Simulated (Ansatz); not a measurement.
Cost and result for the atomization energy of bis(diethylamino)silane (BDEAS), C8H22N2Si (33 atoms, 32 bonds).

```xyz
33

C    -0.233   -1.142    2.243
C     1.078   -0.722    1.597
N     1.134   -0.973    0.170
C     1.421   -2.333   -0.232
C     2.882   -2.730   -0.087
Si    0.929    0.329   -0.925
N    -0.557    1.159   -0.717
C    -0.662    2.574   -0.434
C    -1.127    2.883    0.982
C    -1.803    0.443   -0.908
C    -2.460    0.698   -2.257
H    -0.211   -0.960    3.321
H    -0.429   -2.206    2.091
H    -1.065   -0.579    1.816
H     1.231    0.350    1.770
H     1.916   -1.222    2.099
H     0.794   -3.029    0.341
H     1.123   -2.451   -1.278
H     3.229   -2.623    0.944
H     3.031   -3.773   -0.378
H     3.515   -2.103   -0.720
H     1.951    1.402   -0.758
H     1.060   -0.322   -2.262
H    -1.337    3.058   -1.153
H     0.319    3.029   -0.595
H    -2.108    2.451    1.190
H    -0.422    2.482    1.714
H    -1.203    3.963    1.135
H    -1.601   -0.628   -0.800
H    -2.507    0.689   -0.103
H    -3.391    0.132   -2.346
H    -2.701    1.754   -2.392
H    -1.795    0.398   -3.070
```

Total charge 0; spin multiplicity 1. All single points use the PBE0-D4/def2-TZVP geometry. It is one conformer, not always the lowest. Program: Ansatz. All runs use 11 threads of an AMD EPYC 7R13 on a shared host and a whole NVIDIA H100 80 GB. Times are those of one run each, without the atoms' runs, and a repeat can differ threefold. Electronic energies, without spin–orbit coupling; frozen cores. CCSD(T)/CBS adds CCSD(T) − MP2 in def2-TZVPP to the MP2 limit, and its time is that of the two runs behind it. T1 = 0.010. HSE06 is the plane-wave form, built on full-range PBE exchange.

CCSD(T)/CBS is a level of theory with its own doubt, some kJ/mol a heavy atom from the limit and from the frozen cores, so smaller differences don't rank the functionals.

```csv
level,functions,wall time
BLYP-D4/def2-TZVPP,660,2.6 s
BHLYP-D4/def2-TZVPP,660,2.6 s
r2SCANh-D4/def2-TZVPP,660,2.9 s
HSE06-D4/def2-TZVPP,660,2.9 s
CAM-B3LYP-D4/def2-TZVPP,660,3 s
PBE-D4/def2-TZVPP (with forces),660,3 s
B97M-V/def2-TZVPP,660,3.6 s
B2PLYP/def2-TZVPP,660,4.2 s
ωB97M-V/def2-TZVPP (with forces),660,5 s
CCSD(T)/def2-SVP,268,5.5 s
MP2/def2-QZVPP,1300,8 s
CCSD(T)/def2-TZVPP,660,110 s
CCSD(T)/CBS(def2),–,120 s
```

(1) What atomization energy does each give, and how far from CCSD(T)/CBS? (Best estimate.)

## Answers

(1) Computed: 
```csv
level,atomization (kcal/mol),difference from CCSD(T)/CBS,per bond
BLYP-D4/def2-TZVPP,3039.0,-7.2,-0.2
BHLYP-D4/def2-TZVPP,2986.8,-59.4,-1.9
r2SCANh-D4/def2-TZVPP,3035.5,-10.7,-0.3
HSE06-D4/def2-TZVPP,3064.9,18.7,0.6
CAM-B3LYP-D4/def2-TZVPP,3068.0,21.8,0.7
PBE-D4/def2-TZVPP (with forces),3099.3,53.1,1.7
B97M-V/def2-TZVPP,3049.8,3.6,0.1
B2PLYP/def2-TZVPP,3015.0,-31.2,-1.0
ωB97M-V/def2-TZVPP (with forces),3057.4,11.2,0.4
CCSD(T)/def2-SVP,2913.2,-133.0,-4.2
MP2/def2-QZVPP,3043.2,-3.0,-0.1
CCSD(T)/def2-TZVPP,2976.4,-69.8,-2.2
CCSD(T)/CBS(def2),3046.2,0.0,0.0
```

At CCSD(T), def2-SVP lies −133.0 kcal/mol from the extrapolated value and def2-TZVPP −69.8 kcal/mol: correlation converges slowly with the basis, and small sets miss more of it in the bonded molecule than in its fragments. From PBE to PBE0 (25 % exact exchange), in def2-TZVPP and without D4, the atomization energy moves by −33.2 kcal/mol: exact exchange takes away binding that semilocal exchange gives to molecules. The D4 term adds +33.2 kcal/mol with B3LYP and +18.4 kcal/mol with PBE0; it sums over pairs of atoms, weighted by their polarisabilities, and B3LYP, whose exchange is more repulsive, gets the larger term.

B3LYP here is the variant with VWN-RPA as its local correlation; programs differ in this.
